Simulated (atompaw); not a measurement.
# Plane-wave convergence, PAW (atompaw) potential for technetium

* Element: technetium
* Generator: atompaw 4.2.0.5
* Type: PAW
* Functional: PBEsol
* Relativity: scalar-relativistic
* Frozen core: [Ar] 3d10 4s2
* Valence charge: 13
* Reference configuration: 4p6 4d5 5s1 5p0 (charge +1)
* Partial waves: 5s (bound): rc 2.45 bohr; 5s channel at -0.4 Ry: rc 2.45 bohr; 4p (bound): rc 1.95 bohr; 5p (bound, empty): rc 2.45 bohr; 4d (bound): rc 2.45 bohr; 4d channel at 0.3 Ry: rc 2.30 bohr
* Local potential: troulliermartins scheme with l = 3 at 1 Ry, radius 1.70 bohr
* Core correction: smooth core density matched at 2.10 bohr
* Augmentation charge: sinc compensation charge, radius 2.35 bohr; PAW radius 2.45 bohr; waves and projectors: custom polynom gramschmidtortho

The pseudo-atom Hamiltonian at the reference potential is diagonalised in spherical Bessel functions j_l(qr) that vanish at 20 bohr, with q² up to the cutoff. All-electron valence levels (Ry): 5s -0.8401, 4p -3.8876, 5p -0.5025, 4d -1.0375.

How do the lowest levels (Ry) of each channel move with the cutoff, and are there ghosts?

```csv
cutoff (Ry),s #1,s #2,p #1,p #2,p #3,d #1,f #1,f #2,Σ f·Δε (mRy)
8,-7.1079,-0.8388,-2.4012,-0.4862,-0.1471,-0.9050,-0.0599,0.0331,9582.1
12,-7.7139,-0.8399,-3.7212,-0.5022,-0.1503,-1.0261,-0.0599,0.0329,1055.7
15,-7.7919,-0.8400,-3.8679,-0.5023,-0.1503,-1.0353,-0.0600,0.0328,129.1
21,-7.8642,-0.8401,-3.8859,-0.5025,-0.1503,-1.0368,-0.0600,0.0326,13.9
25,-7.8769,-0.8401,-3.8860,-0.5025,-0.1503,-1.0371,-0.0600,0.0326,11.3
35,-7.8921,-0.8401,-3.8874,-0.5025,-0.1503,-1.0375,-0.0600,0.0325,1.6
40,-7.8933,-0.8401,-3.8875,-0.5025,-0.1503,-1.0375,-0.0600,0.0324,0.8
50,-7.8937,-0.8401,-3.8875,-0.5025,-0.1504,-1.0375,-0.0600,0.0324,0.5
400,-7.8941,-0.8401,-3.8876,-0.5025,-0.1504,-1.0375,-0.0600,0.0324,0.0
```

Result: ghost state, extra bound levels that the all-electron valence spectrum of the same l lacks: s at -107.4 eV (a true bound ghost makes a file unfit for plane-wave use); 10 mRy is reached at 30 Ry and 1 mRy at 40 Ry.
